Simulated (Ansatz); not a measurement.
Steps of a relaxation of `C[SiH](F)[SiH2]Cl` with RKS PBE-D4/def2-SVP.

```sh
$ ansatz run in.yaml --threads 4 --pin off --events-out ev --progress --plain --max-ram 10444MiB
```

```yaml
crystal:
  periodic: [false, false, false]
  atoms:
    - {symbol: C, position_ang: [-1.148000, -0.651200, 1.032300]}
    - {symbol: Si, position_ang: [0.394900, 0.282600, 0.746100]}
    - {symbol: F, position_ang: [1.505200, -0.473200, 1.573100]}
    - {symbol: Si, position_ang: [0.978500, 0.303100, -1.505100]}
    - {symbol: Cl, position_ang: [-0.588700, 1.190300, -2.596000]}
    - {symbol: H, position_ang: [-1.450300, -0.617400, 2.083500]}
    - {symbol: H, position_ang: [-1.115400, -1.638900, 0.672200]}
    - {symbol: H, position_ang: [-1.985300, -0.100200, 0.490200]}
    - {symbol: H, position_ang: [0.298200, 1.692800, 1.311600]}
    - {symbol: H, position_ang: [2.158100, 1.045500, -1.770000]}
    - {symbol: H, position_ang: [1.018200, -1.090400, -2.017300]}
basis:
  gaussian: {orbitals: def2-SVP}
hamiltonian: {xc: pbe, dispersion: d4}
relax: {f_tol: 0.03, max_steps: 200}
```

Positions (Å) and forces (eV/Å) along the path, 8 of 8 steps:

```xyz
11
step=1 energy=-32103.0386 eV
C    -1.148   -0.651    1.032   -1.736    2.364   -0.198
Si    0.395    0.283    0.746   -1.311    1.712   -0.712
F     1.505   -0.473    1.573    2.246   -1.216    1.312
Si    0.979    0.303   -1.505   -1.593   -0.544    0.007
Cl   -0.589    1.190   -2.596   -0.015    0.083    0.154
H    -1.450   -0.617    2.083    0.046   -0.166    0.521
H    -1.115   -1.639    0.672    0.064   -1.984   -0.635
H    -1.985   -0.100    0.490    0.542   -0.495    0.220
H     0.298    1.693    1.312   -0.021   -0.178   -0.183
H     2.158    1.046   -1.770    1.497    0.757   -0.388
H     1.018   -1.090   -2.017    0.281   -0.332   -0.099
11
step=2 energy=-32103.3185 eV
C    -1.202   -0.634    1.037   -0.772    0.677   -0.010
Si    0.374    0.296    0.760   -0.539    0.809   -0.742
F     1.571   -0.461    1.529    1.055   -0.593    0.723
Si    0.975    0.296   -1.518   -0.545   -0.195    0.173
Cl   -0.620    1.232   -2.526    0.067   -0.073    0.025
H    -1.464   -0.640    2.112    0.013   -0.110    0.101
H    -1.158   -1.657    0.659    0.060   -0.526   -0.128
H    -2.039   -0.109    0.509    0.253   -0.158    0.087
H     0.289    1.711    1.287   -0.020   -0.100   -0.015
H     2.218    1.026   -1.819    0.455    0.286   -0.128
H     1.122   -1.118   -2.009   -0.028   -0.016   -0.087
11
step=3 energy=-32103.3359 eV
C    -1.235   -0.602    1.071    0.173    0.037   -0.396
Si    0.403    0.285    0.730   -0.220   -0.280    0.773
F     1.592   -0.505    1.578   -0.051    0.117   -0.201
Si    0.977    0.286   -1.552    0.405   -0.239    0.238
Cl   -0.634    1.188   -2.481   -0.438    0.240   -0.266
H    -1.568   -0.583    2.130    0.180    0.116   -0.043
H    -1.138   -1.659    0.754   -0.080   -0.087    0.005
H    -2.021   -0.133    0.443   -0.053   -0.026    0.022
H     0.311    1.675    1.306    0.105    0.068   -0.181
H     2.218    1.088   -1.831    0.001   -0.004   -0.013
H     1.161   -1.096   -2.128   -0.022    0.058    0.063
11
step=4 energy=-32103.3749 eV
C    -1.225   -0.619    1.033    0.040   -0.006    0.026
Si    0.404    0.281    0.776   -0.071    0.036   -0.055
F     1.622   -0.482    1.593   -0.071    0.024   -0.028
Si    0.958    0.293   -1.512    0.122   -0.063   -0.046
Cl   -0.655    1.201   -2.504   -0.015    0.010    0.055
H    -1.524   -0.599    2.101   -0.019   -0.017   -0.012
H    -1.157   -1.676    0.702    0.019    0.033    0.028
H    -2.020   -0.125    0.436    0.038    0.021    0.007
H     0.333    1.701    1.279   -0.001   -0.057    0.022
H     2.213    1.066   -1.821   -0.037    0.002   -0.009
H     1.116   -1.100   -2.063   -0.005    0.019    0.012
11
step=5 energy=-32103.3780 eV
C    -1.227   -0.617    1.036   -0.003    0.007   -0.022
Si    0.395    0.285    0.767    0.026    0.001   -0.027
F     1.612   -0.481    1.577   -0.002   -0.011    0.039
Si    0.974    0.287   -1.515    0.007   -0.002    0.011
Cl   -0.655    1.201   -2.476   -0.024    0.007   -0.002
H    -1.525   -0.597    2.103   -0.002    0.001   -0.002
H    -1.156   -1.673    0.707    0.005    0.005    0.008
H    -2.022   -0.124    0.439    0.006    0.000    0.003
H     0.324    1.698    1.283   -0.005   -0.009   -0.006
H     2.219    1.068   -1.833   -0.009   -0.003   -0.002
H     1.128   -1.105   -2.067    0.001    0.005   -0.001
11
step=6 energy=-32103.3789 eV
C    -1.223   -0.616    1.031   -0.016    0.004   -0.024
Si    0.401    0.281    0.766    0.021   -0.006    0.044
F     1.605   -0.484    1.599   -0.004    0.002   -0.010
Si    0.973    0.286   -1.516    0.005    0.000    0.006
Cl   -0.665    1.202   -2.462   -0.002   -0.005    0.013
H    -1.529   -0.587    2.096    0.002    0.003   -0.001
H    -1.150   -1.675    0.713   -0.002   -0.002    0.001
H    -2.013   -0.126    0.425   -0.001   -0.007    0.000
H     0.328    1.694    1.280   -0.001    0.010   -0.012
H     2.214    1.071   -1.838   -0.002    0.001   -0.009
H     1.125   -1.104   -2.072    0.001    0.000   -0.009
11
step=7 energy=-32103.3796 eV
C    -1.221   -0.614    1.024   -0.010   -0.004   -0.003
Si    0.407    0.279    0.770    0.028   -0.022    0.044
F     1.602   -0.488    1.614   -0.021    0.016   -0.027
Si    0.975    0.284   -1.513    0.007   -0.002    0.001
Cl   -0.679    1.197   -2.436    0.005   -0.002    0.009
H    -1.537   -0.576    2.087   -0.001    0.002   -0.005
H    -1.146   -1.676    0.717   -0.003    0.006   -0.001
H    -2.005   -0.128    0.406    0.000   -0.005   -0.001
H     0.334    1.694    1.276    0.000    0.010   -0.005
H     2.210    1.074   -1.847   -0.006    0.003   -0.008
H     1.125   -1.103   -2.078    0.001   -0.001   -0.005
11
step=8 energy=-32103.3799 eV
C    -1.222   -0.612    1.022    0.000    0.000   -0.002
Si    0.410    0.277    0.774    0.001   -0.002    0.006
F     1.603   -0.492    1.618   -0.002    0.002   -0.001
Si    0.977    0.282   -1.511    0.001   -0.002   -0.003
Cl   -0.686    1.193   -2.421    0.001   -0.003    0.003
H    -1.546   -0.569    2.081   -0.001    0.001   -0.004
H    -1.145   -1.676    0.719   -0.002    0.001    0.002
H    -2.000   -0.130    0.395    0.003   -0.001    0.001
H     0.340    1.694    1.276    0.001    0.000    0.001
H     2.205    1.079   -1.853   -0.002    0.000   -0.001
H     1.128   -1.103   -2.080    0.000    0.002   -0.001
```

Hardware: 4 threads of an Intel Xeon on a shared host. Wall time 10 s, peak host memory 0.18 GiB.
